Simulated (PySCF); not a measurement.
Frontier orbitals and the lowest excitations

C₂H₁₀O₂Si₂.
Numbering: `[OH:1][CH2:2][CH2:3][SiH2:4][O:5][SiH3:6]` (hydrogens: H7 on O1; H8, H9 on C2; H10, H11 on C3; H12, H13 on Si4; H14, H15, H16 on Si6)

Structure used (GFN2-xTB), in Å, numbered top down from 1:
```xyz
16
C2H10O2Si2 angstrom
O      2.515   -1.042    0.019
C      2.316    0.347    0.195
C      0.880    0.637   -0.200
Si    -0.189   -0.794    0.459
O     -1.744   -0.323    0.455
Si    -3.217    0.297    0.233
H      3.389   -1.291    0.336
H      2.470    0.615    1.250
H      3.036    0.916   -0.411
H      0.578    1.607    0.192
H      0.807    0.690   -1.286
H     -0.121   -1.977   -0.391
H      0.108   -1.056    1.869
H     -3.896    0.198    1.524
H     -3.069    1.690   -0.189
H     -3.869   -0.506   -0.800
```

Theory: PySCF 2.14.0, density-fitted response routines, TDDFT CAM-B3LYP/def2-SVPD, vertical, gas phase, core orbitals frozen in the response. GFN2-xTB frequencies show an imaginary mode (29i cm⁻¹), so this geometry is no minimum at that level.

Kohn–Sham orbitals with the atoms that hold most of them (Löwdin shares over 4%, at most four atoms; ? is withheld):

| orbital | ε (eV) | atoms |
| --- | --- | --- |
| HOMO-3 | -10.74 | Si6 21%, H15 18%, O5 11%, C3 11% |
| HOMO-2 | -9.89 | O1 44%, C2 12%, O5 11%, H8 6% |
| HOMO-1 | -9.57 | ? |
| HOMO | -9.23 | O5 19%, C3 19%, Si4 13%, O1 11% |
| LUMO | ? | ? |
| LUMO+1 | 1.04 | Si6 28%, Si4 17%, O5 8%, H15 7% |
| LUMO+2 | 1.55 | Si6 54%, H15 12%, H16 11%, H14 10% |

Which atoms hold the LUMO, and with what shares?

O1 (bonded to C and H) 28%; C2 (bonded to C, O and 2 H) 14%; H7 (bonded to O) 14%; Si4 (bonded to C, O and 2 H) 12%.

Which atoms hold the HOMO-1, and with what shares?

O5 (bonded to 2 Si) 33%; Si4 (bonded to C, O and 2 H) 16%; H12 (bonded to Si) 12%; Si6 (bonded to O and 3 H) 11%. By element: oxygen 33% or more, silicon 26%, hydrogen 12% or more.

What is the LUMO energy, and the HOMO–LUMO gap?

ε(LUMO) = 0.93 eV; the gap is 10.16 eV (0.3732 hartree).

The HOMO–LUMO gap is 10.16 eV. Where does the response calculation put the lowest singlet, and from which orbitals?

S1 is at 6.94 eV (f = 0.0009), 3.22 eV below the gap, made of HOMO-2→LUMO (39%), HOMO→LUMO (38%), HOMO→LUMO+1 (9%). Its leading pair isn't HOMO and LUMO; the energies of that pair differ by 10.82 eV. Without the coupling terms of the response equations the lowest excitation would equal the gap.

Next come S2 at 7.23 eV (f 0.0013), HOMO→LUMO+1 (68%), HOMO-2→LUMO+1 (12%); S3 at 7.31 eV (f 0.012), HOMO-1→LUMO+1 (81%); S4 at 7.78 eV (f 0.0009), HOMO→LUMO (36%), HOMO→LUMO+3 (17%), HOMO-2→LUMO (16%); S5 at 8.07 eV (f 0.013), HOMO→LUMO+3 (15%), HOMO-3→LUMO+1 (14%), HOMO-1→LUMO (13%).

Hardware: one thread of an Intel Xeon Platinum 8488C, no GPU, shared host with 96 logical CPUs at a one-minute load of 70. Cost: 57 s (grids of density and orbitals included), 0.97 GiB resident at most.

One conformer stands for the species.
